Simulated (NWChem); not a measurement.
Program: NWChem. System: HTe, charge 0, spin multiplicity 2, at a geometry optimised with UPBE0/def2-SVP with def2 effective core potentials on Te. The structure started from a generated list of species. Its SCF solution wasn't tested for a lower state. Level: UPBE/x2c-SVPall-2c, scalar ZORA.

Output (cleaned and shortened):

```
             Northwest Computational Chemistry Package (NWChem) 7.3.0
             --------------------------------------------------------

                                NWChem Input Module
                                -------------------

 Scaling coordinates for geometry "geometry" by  1.889725989
 (inverse scale =  0.529177249)

                             Geometry "geometry" -> ""
                             -------------------------

 Output coordinates in angstroms (scale by  1.889725989 to convert to a.u.)

  No.       Tag          Charge          X              Y              Z
 ---- ---------------- ---------- -------------- -------------- --------------
    1 Te                  52.0000     0.00000000     0.00000000     0.03145100
    2 H                    1.0000     0.00000000     0.00000000    -1.63545900

 Effective nuclear repulsion energy (a.u.)      16.5079200125

            Nuclear Dipole moment (a.u.)
            ----------------------------
        X                 Y               Z
 ---------------- ---------------- ----------------
     0.0000000000     0.0000000000    -0.0000132281


 Summary of "ao basis" -> "" (spherical)
 ------------------------------------------------------------------------------
       Tag                 Description            Shells   Functions and Types
 ---------------- ------------------------------  ------  ---------------------
 *                       x2c-svpall-2c                on all atoms

  pbe96 is a nonlocal functional; adding pw91lda local functional.

                                 NWChem DFT Module
                                 -----------------

 Summary of "ao basis" -> "ao basis" (spherical)
 ------------------------------------------------------------------------------
       Tag                 Description            Shells   Functions and Types
 ---------------- ------------------------------  ------  ---------------------
 Te                      x2c-svpall-2c              18       50   6s8p4d
 H                       x2c-svpall-2c               3        5   2s1p

 Summary of "ao basis" -> "ao basis" (spherical)
 ------------------------------------------------------------------------------
       Tag                 Description            Shells   Functions and Types
 ---------------- ------------------------------  ------  ---------------------
 Te                      x2c-svpall-2c              18       50   6s8p4d
 H                       x2c-svpall-2c               3        5   2s1p

            General Information
            -------------------
          SCF calculation type: DFT
          Wavefunction type:  spin polarized.
          No. of atoms     :     2
          No. of electrons :    53
           Alpha electrons :    27
            Beta electrons :    26
          Charge           :     0
          Spin multiplicity:     2
          Use of symmetry is: off; symmetry adaption is: off
          Maximum number of iterations: 100
          AO basis - number of functions:    55
                     number of shells:    21
          Convergence on energy requested:  1.00D-06
          Convergence on density requested:  1.00D-05
          Convergence on gradient requested:  5.00D-04

              XC Information
              --------------
          PerdewBurkeErnzerhof Exchange Functional  1.000
            Perdew 1991 LDA Correlation Functional  1.000 local
           PerdewBurkeErnz. Correlation Functional  1.000 non-local

             Grid Information
             ----------------
          Grid used for XC integration:  fine
          Radial quadrature: Mura-Knowles
          Angular quadrature: Lebedev.
          Tag              B.-S. Rad. Rad. Pts. Rad. Cut. Ang. Pts.
          ---              ---------- --------- --------- ---------
          Te                  1.40      141           7.0       974
          H                   0.35       60           8.0       590
          Grid pruning is: on
          Number of quadrature shells:   201
          Spatial weights used:  Erf1

          Convergence Information
          -----------------------
          Convergence aids based upon iterative change in
          total energy or number of iterations.
[...]
   Bfn.  Coefficient  Atom+Function         Bfn.  Coefficient  Atom+Function
  ----- ------------  ---------------      ----- ------------  ---------------
     5      2.132706  1 Te s                  6     -2.085495  1 Te s
     4     -0.631827  1 Te s                 43      0.266687  1 Te d  0
    24      0.232377  1 Te pz                51      0.205347  2 H  s
     3      0.131813  1 Te s                 38     -0.125665  1 Te d  0
    52      0.097653  2 H  s                  2     -0.078020  1 Te s

 Vector   30  Occ=0.000000D+00  E= 2.539306D-01
              MO Center=  1.0D-07, -3.8D-08,  2.1D-02, r^2= 2.2D+00
   Bfn.  Coefficient  Atom+Function         Bfn.  Coefficient  Atom+Function
  ----- ------------  ---------------      ----- ------------  ---------------
    44      0.964604  1 Te d  1              42      0.389729  1 Te d -1
    39     -0.365263  1 Te d  1              37     -0.147577  1 Te d -1
    34      0.128457  1 Te d  1              53      0.054997  2 H  px
    32      0.051900  1 Te d -1

                     DFT Final Beta Molecular Orbital Analysis
                     -----------------------------------------

 Vector   24  Occ=1.000000D+00  E=-5.511498D-01
              MO Center= -1.2D-08, -6.0D-09, -3.1D-01, r^2= 1.5D+00
   Bfn.  Coefficient  Atom+Function         Bfn.  Coefficient  Atom+Function
  ----- ------------  ---------------      ----- ------------  ---------------
     5      0.907046  1 Te s                  4     -0.713644  1 Te s
     6      0.208866  1 Te s                  3      0.193692  1 Te s
    51      0.187995  2 H  s                  2     -0.097308  1 Te s
    21     -0.070990  1 Te pz                15      0.065783  1 Te pz
    52      0.041739  2 H  s                 38     -0.040890  1 Te d  0

 Vector   25  Occ=1.000000D+00  E=-3.169454D-01
              MO Center= -7.2D-08,  5.6D-08, -4.0D-01, r^2= 2.3D+00
   Bfn.  Coefficient  Atom+Function         Bfn.  Coefficient  Atom+Function
  ----- ------------  ---------------      ----- ------------  ---------------
    51      0.389994  2 H  s                 21     -0.351625  1 Te pz
     5     -0.348917  1 Te s                 15      0.329614  1 Te pz
    24     -0.325434  1 Te pz                 4      0.271066  1 Te s
    52      0.225443  2 H  s                  6     -0.207416  1 Te s
    12     -0.118468  1 Te pz                 3     -0.070226  1 Te s

 Vector   26  Occ=1.000000D+00  E=-1.870009D-01
              MO Center= -5.8D-09,  9.1D-09,  3.6D-03, r^2= 2.2D+00
   Bfn.  Coefficient  Atom+Function         Bfn.  Coefficient  Atom+Function
  ----- ------------  ---------------      ----- ------------  ---------------
    23      0.643144  1 Te py                20      0.420715  1 Te py
    14     -0.402454  1 Te py                22      0.259849  1 Te px
    19      0.169981  1 Te px                13     -0.162603  1 Te px
    11      0.138263  1 Te py                 8     -0.063989  1 Te py
    10      0.055862  1 Te px                 7     -0.025854  1 Te px

 Vector   27  Occ=0.000000D+00  E=-1.864405D-01
              MO Center=  6.6D-08, -1.5D-08,  6.4D-03, r^2= 2.2D+00
   Bfn.  Coefficient  Atom+Function         Bfn.  Coefficient  Atom+Function
  ----- ------------  ---------------      ----- ------------  ---------------
    22      0.633403  1 Te px                19      0.432869  1 Te px
    13     -0.407955  1 Te px                23     -0.255914  1 Te py
    20     -0.174892  1 Te py                14      0.164826  1 Te py
    10      0.139692  1 Te px                 7     -0.064850  1 Te px
    11     -0.056440  1 Te py                 8      0.026201  1 Te py

 Vector   28  Occ=0.000000D+00  E=-2.460570D-02
              MO Center= -1.8D-08,  1.0D-08, -6.1D-01, r^2= 3.4D+00
   Bfn.  Coefficient  Atom+Function         Bfn.  Coefficient  Atom+Function
  ----- ------------  ---------------      ----- ------------  ---------------
    52      1.086304  2 H  s                 24      0.990589  1 Te pz
     5     -0.395175  1 Te s                  6     -0.389024  1 Te s
    51      0.340781  2 H  s                 21      0.297609  1 Te pz
    15     -0.294667  1 Te pz                 4      0.239842  1 Te s
    38     -0.117822  1 Te d  0              43      0.111617  1 Te d  0

 Vector   29  Occ=0.000000D+00  E= 1.757161D-01
              MO Center=  1.4D-07, -1.8D-07, -1.2D-01, r^2= 3.8D+00
   Bfn.  Coefficient  Atom+Function         Bfn.  Coefficient  Atom+Function
  ----- ------------  ---------------      ----- ------------  ---------------
     5      2.113690  1 Te s                  6     -2.088572  1 Te s
     4     -0.617932  1 Te s                 43      0.264634  1 Te d  0
    24      0.241210  1 Te pz                51      0.232697  2 H  s
     3      0.128206  1 Te s                 38     -0.126726  1 Te d  0
    52      0.094207  2 H  s                  2     -0.076160  1 Te s

   alpha - beta orbital overlaps
   -----------------------------

   alpha      1      2      3      4      5      6      7      8      9     10
    beta      1      2      4      3      5      6      7      8      9     10
 overlap   1.000  1.000  1.000  1.000  1.000  1.000  1.000  1.000  1.000  0.996

   alpha     11     12     13     14     15     16     17     18     19     20
    beta     11     12     13     14     15     16     17     18     19     20
 overlap   1.000  1.000  1.000  0.996  1.000  1.000  1.000  1.000  0.991  1.000

   alpha     21     22     23     24     25     26     27     28     29     30
    beta     21     22     23     24     25     27     26     28     29     31
 overlap   1.000  1.000  0.992  0.999  0.999  1.000  1.000  0.999  0.994  1.000

   alpha     31     32     33     34     35     36     37     38     39     40
    beta     34     30     33     32     35     36     37     38     39     40
 overlap   0.756  1.000  1.000  0.761  1.000  1.000  0.999  0.999  1.000  1.000

   alpha     41     42     43     44     45     46     47     48     49     50
    beta     41     42     43     44     45     46     47     48     49     50
 overlap   1.000  1.000  1.000  1.000  1.000  1.000  1.000  1.000  1.000  1.000

   alpha     51     52     53     54     55
    beta     51     52     53     54     55
 overlap   1.000  1.000  1.000  1.000  1.000

     --------------------------
     Expectation value of S2:
     --------------------------
      <S2> =      0.7518 (Exact =     0.7500)

 center of mass
 --------------
 x =   0.00000000 y =   0.00000000 z =   0.03518397

 moments of inertia (a.u.)
 ------------------
           9.923178852334           0.000000000000           0.000000000000
           0.000000000000           9.923178852334           0.000000000000
           0.000000000000           0.000000000000           0.000000000000

     Multipole analysis of the density
     ---------------------------------

     L   x y z        total         alpha         beta         nuclear
     -   - - -        -----         -----         ----         -------
     0   0 0 0     -0.000000    -27.000000    -26.000000     53.000000

     1   1 0 0      0.000000     -0.000000      0.000000      0.000000
     1   0 1 0     -0.000000     -0.000000     -0.000000      0.000000
     1   0 0 1     -0.093049     -0.069711     -0.023325     -0.000013

     2   2 0 0    -20.162641    -12.243366     -7.919275      0.000000
     2   1 1 0     -1.060617      0.038605     -1.099222      0.000000
     2   1 0 1      0.000001      0.000000      0.000000      0.000000
     2   0 2 0    -22.359217    -12.163414    -10.195804      0.000000
     2   0 1 1     -0.000000     -0.000000     -0.000000      0.000000
     2   0 0 2    -19.410603    -15.232409    -13.913497      9.735302

 Task  times  cpu:        5.2s     wall:        5.2s

 Total times  cpu:        5.2s     wall:        5.2s
```

Problem. Write an NWChem input that would produce this output.

Solution. One answer among several that fit: 
```
start mol
memory heap 200 mb stack 900 mb global 1100 mb
geometry units angstroms nocenter noautoz noautosym
  Te     0.000000     0.000000     0.031451
  H      0.000000     0.000000    -1.635459
end
basis spherical
  * library x2c-svpall-2c
end
relativistic
  zora on
end
dft
  xc xpbe96 cpbe96
  odft
  mult 2
  semidirect memsize 60000000 filesize 0
  iterations 100
  grid fine
end
task dft energy
```
